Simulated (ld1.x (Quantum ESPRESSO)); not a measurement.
## vanadium: one change to a TM potential, before and after

vanadium (V), norm-conserving Troullier–Martins (Kleinman–Bylander form), made with ld1.x (Quantum ESPRESSO) 7.5 (Wu–Cohen, scalar-relativistic). Core [Ar], reference 3d3 4s2 4p0. Waves: 4s (bound): rc 2.25 bohr; 4p (bound, empty): rc 2.90 bohr; 3d (bound): rc 2.25 bohr. Local part: the d channel. Core correction: a·sin(br)/r model core inside 1.95 bohr.

All-electron outer shells of the reference configuration (Wu–Cohen, scalar-relativistic, ld1.x):

| shell | level (eV) | outermost node (bohr) | outermost maximum (bohr) |
| --- | --- | --- | --- |
| 3s | -70.06 | 0.38 | 0.82 |
| 3p | -43.97 | 0.35 | 0.84 |
| 3d | -5.19 | – | 0.90 |
| 4s | -4.73 | 1.17 | 2.76 |
| 4p | -1.41 | 1.30 | 3.63 |

Change: local potential the s channel.

Cutoffs: the cutoffs (Ry, on a coarse ladder) from which the occupation-weighted sum of valence levels, in a spherical-Bessel basis at the reference potential, stays within 10 and 1 mRy of its value at 400 Ry; they do not see the model core or the augmentation charge, which bear on the density cutoff. Errors are all-electron minus pseudo energies relative to the spin-unpolarised reference configuration.

Predict the effect on cutoff, ghosts and configuration errors.

The potential gets neither clearly harder nor softer (50 Ry and 55 Ry → 50 Ry and 55 Ry); the bound ghost in p, s disappears; of the 7 tests that both files solve, the error grows in 3 and shrinks in 0 by more than 15 % and 0.3 meV (median size 41.3 → 43.6 meV). In the separable form a ghost depends on how the local part lies against the semilocal potential of the channel, so the choice of the local part can create or remove one.

| quantity | base | changed |
| --- | --- | --- |
| cutoff, loose | 50 Ry | 50 Ry |
| cutoff, tight | 55 Ry | 55 Ry |
| loose cutoff by channel (10 mRy a level) | s 10 Ry, d 45 Ry | d 45 Ry, s 6 Ry |
| bound ghosts | s, p | none |
| error for 3d3 4s1 4p0, meV [ΔE 7.76 eV] | -3.9 | -3.9 |
| error for 3d3 4s0 4p0, meV [ΔE 21.91 eV] | -41 | -44 |
| error for 3d2 4s0 4p0, meV [ΔE 50.79 eV] | -259 | -325 |
| error for 3d3 4s1.5 4p0, meV [ΔE 3.11 eV] | -0.7 | -0.7 |
| error for 3d4 4s0 4p0, meV [ΔE 7.13 eV] | -106 | -139 |
| error for 3d4 4s1 4p0, meV [ΔE 0.58 eV] | -76 | -102 |
| error for 3d3 4s0 4p2, meV [ΔE 6.91 eV] | -15 | -13 |
| s: phases at 3.15 bohr within 0.05 rad from the reference energy up to (Ry; the scan ends near 5) | 1.8 | 1.7 |
| p: phases at 3.15 bohr within 0.05 rad from the reference energy up to (Ry; the scan ends near 5) | 3.2 | 3.4 |
| d: phases at 3.15 bohr within 0.05 rad from the reference energy up to (Ry; the scan ends near 5) | 0.5 | 0.4 |

Base: These tests converged, but a pseudo level misses the all-electron one widely, so the file describes the atom poorly there or has found another state: 3d3 4s0 4p0: empty 4p by 3.6 eV. A true bound ghost makes a file unfit for plane-wave use even where its test errors are small: the radial tests pick states by their node count and pass the ghost by.
